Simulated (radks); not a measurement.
Values are calculated unless marked as measured or tabulated.
Question: All-electron atom: Zr36+ in [He] 2s2. Level of theory: scalar-relativistic Kohn-Sham, LDA (Slater exchange, Perdew-Wang correlation), spin-polarised, spherical densities, point nucleus (a radial shooting solver on a logarithmic mesh with Libxc functionals). Some entries of the table are withheld. Estimate them.

| orbital | occ. | eigenvalue (eV) | <1/r> (bohr^-1) |
|---|---|---|---|
| 1s | 2 | -20822.76 | 41.36 |
| 2s | 2 | -4924.322 | 9.996 |
| 2p | 0 | -4761.668 | 9.714 |
| 3s | 0 | (1) | (2) |
| 3d | 0 | -2023.587 | 4.158 |

Answer: 
(1) 3s eigenvalue (eV): -2110.958
(2) 3s <1/r> (bohr^-1): 4.319
